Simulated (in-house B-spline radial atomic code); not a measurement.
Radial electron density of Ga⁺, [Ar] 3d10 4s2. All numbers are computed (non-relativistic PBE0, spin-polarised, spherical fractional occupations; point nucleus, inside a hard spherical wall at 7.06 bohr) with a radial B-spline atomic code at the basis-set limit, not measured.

Columns: r (bohr), 4πr²n(r) (electrons per bohr), bar.

```
 0.00211    1.002 #
 0.00258    1.455 #
 0.00314    2.082 ##
 0.00383    2.967 ###
 0.00467    4.188 ####
 0.00569    5.836 ######
 0.00693    8.017 ########
 0.00845    10.85 ###########
  0.0103    14.38 ###############
  0.0126    18.67 ###################
  0.0153    23.32 ########################
  0.0186    28.17 #############################
  0.0227     32.7 #################################
  0.0277    36.08 #####################################
  0.0338    37.57 ######################################
  0.0411    36.86 #####################################
  0.0502    34.33 ###################################
  0.0611    31.47 ################################
  0.0745    30.24 ###############################
  0.0908    32.21 #################################
   0.111    37.19 ######################################
   0.135    42.16 ###########################################
   0.164    43.41 ############################################
     0.2    38.72 #######################################
   0.244    30.02 ##############################
   0.298    22.76 #######################
   0.363    21.26 ######################
   0.442    24.29 #########################
   0.539     26.7 ###########################
   0.657    24.49 #########################
   0.801    18.26 ###################
   0.976    11.33 ###########
    1.19     6.23 ######
    1.45    3.427 ###
    1.77    2.089 ##
    2.15    1.379 #
    2.62   0.8364 #
     3.2   0.4091 
     3.9   0.1507 
    4.75  0.03817 
    5.79 0.005265 
    6.99 1.049e-05
```

On this grid the curve has 3 maxima, near 0.0338, 0.164, 0.539 bohr.

The 3d up radial function P(r) = rR(r), positive near the nucleus:

```tsv
r (bohr)	P
0.0153	0.001123
0.0227	0.003406
0.0338	0.01009
0.0502	0.02829
0.0745	0.074
0.111	0.1779
0.164	0.3712
0.244	0.6661
0.363	0.9711
0.539	1.105
0.801	0.9558
1.19	0.6273
1.77	0.3035
2.62	0.1002
3.9	0.01782
5.79	0.001258
```
